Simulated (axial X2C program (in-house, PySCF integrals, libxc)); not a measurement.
# Curves of OSmS from open-shell CI on f(δφ)4 f(π)0

Computed with an in-house all-electron X2C program for linear molecules (integrals from PySCF): two-component X2C with atomic mean-field Coulomb and Gaunt terms, basis O dyall-v3z, Sm dyall-v3z, S dyall-v3z (cores contracted in-house). Orbitals come from Hartree–Fock averaged over the configuration Sm f(δφ)4 f(π)0; CI then distributes these electrons over the f(δφ), f(π) shells of Sm.

Scan along the O–Sm bond with SmS moving as one mass, its bond held at 2.150 Å; masses O 15.995 u, Sm 151.920 u, S 31.972 u. Energies in cm⁻¹ from the lowest point; levels are followed by energy order within each Ω. Lowest level at 1.734 Å: 100% f(δφ)4.

| R (Å) | (1)Ω=0 | (1)Ω=1 | (1)Ω=2 | (2)Ω=0 | (1)Ω=6 | (1)Ω=5 | (2)Ω=5 |
| --- | --- | --- | --- | --- | --- | --- | --- |
| 1.613 | 2625 | 3847 | 6601 | 14524 | 14765 | 15989 | 17498 |
| 1.673 | 582 | 1883 | 4819 | 12511 | 12656 | 13789 | 15193 |
| 1.734 | 0 | 1375 | 4470 | 11961 | 12017 | 12959 | 14498 |
| 1.803 | 714 | 2166 | 5420 | 12706 | 12669 | 13344 | 15184 |
| 1.873 | 2477 | 3999 | 7368 | 14510 | 14427 | 14893 | 17024 |
| 1.951 | 5291 | 6892 | 10366 | 17369 | 17264 | 17552 | 19976 |
| 2.046 | 9357 | 11070 | 14649 | 21506 | 21421 | 21571 | 24303 |

Question: Fit the curves (1)Ω=0, (1)Ω=1, (2)Ω=0, (1)Ω=6, (1)Ω=5, (2)Ω=5 near their minima.

Answer: From the open-shell CI curves, Te from the lowest:

```json
{"level": "(1)Ω=0", "Te (cm⁻¹)": "0", "Re (Å)": "1.731", "ωe (cm⁻¹)": "840.0"}
{"level": "(1)Ω=1", "Te (cm⁻¹)": "1370", "Re (Å)": "1.728", "ωe (cm⁻¹)": "845.1"}
{"level": "(2)Ω=0", "Te (cm⁻¹)": "11958", "Re (Å)": "1.730", "ωe (cm⁻¹)": "843.4"}
{"level": "(1)Ω=6", "Te (cm⁻¹)": "12013", "Re (Å)": "1.734", "ωe (cm⁻¹)": "840.1"}
{"level": "(1)Ω=5", "Te (cm⁻¹)": "12926", "Re (Å)": "1.747", "ωe (cm⁻¹)": "812.2"}
{"level": "(2)Ω=5", "Te (cm⁻¹)": "14495", "Re (Å)": "1.735", "ωe (cm⁻¹)": "868.4"}
```

Without dynamic correlation distances can be off by several hundredths of an Å (long for ionic bonds, short for multiple bonds) and the wavenumbers are rough.

The 7 lowest curves are shown; the next is (3)Ω=0, from 16334 cm⁻¹.

There is no dynamic correlation: spin–orbit spacings and, for f shells, spacings inside one term are the most reliable numbers, splittings between terms come out too wide, and energies between configurations are not reliable, so the lowest level need not be the ground state of the molecule. At most 6 roots were kept for each Ω > 0 (twice that for Ω = 0) within 3.5 eV of the lowest, so higher up levels can be missing between those listed; levels with Ω > 0 are doubly degenerate and listed once, Ω = 0 levels singly. States that fill the shells left empty in the average are placed too high. The molecule was held linear; bending was not examined.
